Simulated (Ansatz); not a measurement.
Mulliken charges of C2H4AlNO, SMILES `N=C=C[O][AlH2]` from ωB97M-V/def2-TZVPP in Ansatz (PBE0-D4/def2-TZVP geometry).

```tsv
atom	x (Å)	y (Å)	z (Å)	charge (e)
N1	0.490	2.142	-0.964	-0.208
C2	0.700	0.946	-0.794	0.059
C3	1.053	-0.286	-0.504	-0.018
O4	0.517	-1.027	0.498	-0.331
Al5	-0.996	-1.102	1.269	0.449
H6	-0.257	2.349	-1.629	0.158
H7	1.826	-0.764	-1.095	0.106
H8	-2.175	-0.203	0.719	-0.114
H9	-1.071	-2.101	2.483	-0.100
```

By hand: the dipole of these point charges (1 e Å = 4.8032 D).

Σ q r = (-0.190, -0.016, -0.136) e Å, of length 0.234 e Å = 1.12 D.

How does the dipole of the full density compare? (Estimate.)

Ansatz gave: (-0.268, -0.145, -0.195) e Å, 1.74 D; the point charges give 0.64 times that, at 20° from its direction.

Point charges leave out the atoms' own dipoles, such as those of lone pairs, and Mulliken's split depends on the basis, so the two needn't agree.
